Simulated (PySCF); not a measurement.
# Working out the ionisation energy of Ag²⁺

Ag²⁺ [Kr] 4d9 (2D) → Ag³⁺ [Kr] 4d8 (3F). Computed with PySCF 2.14 in def2-SVP with the def2 core potential (28 electrons), with a scalar-relativistic core potential. Frozen: 4s2 4p6. Energies in hartree (1 hartree = 27.21139 eV):

| part | Ag²⁺ (lower) | Ag³⁺ (upper) |
| --- | --- | --- |
| UHF | -145.120613 | -143.888201 |
| MP2 opposite-spin | -0.097327 | -0.071407 |
| MP2 same-spin | -0.062014 | -0.049180 |

Problem. What does Hartree-Fock give?

Solution. (-143.888201) − (-145.120613) = 1.232412 hartree = 33.536 eV.

Problem. What do MP2 and SCS-MP2 (6/5 opposite-spin, 1/3 same-spin) give?

Solution. The opposite-spin parts differ by 0.705 eV and the same-spin parts by 0.349 eV. MP2: 33.536 + (0.705) + (0.349) = 34.590 eV. SCS-MP2: 33.536 + 1.2 × (0.705) + (0.349)/3 = 34.498 eV.

Reference: 34.8 ± 0.3 eV (semi-empirical (NIST evaluation); NIST Atomic Spectra Database, ionization energies), between the lowest levels; spin-orbit coupling is absent from the calculation.

A double-zeta basis recovers only part of the correlation energy.

What remains against the reference includes basis incompleteness, the frozen core and correlation beyond second order.
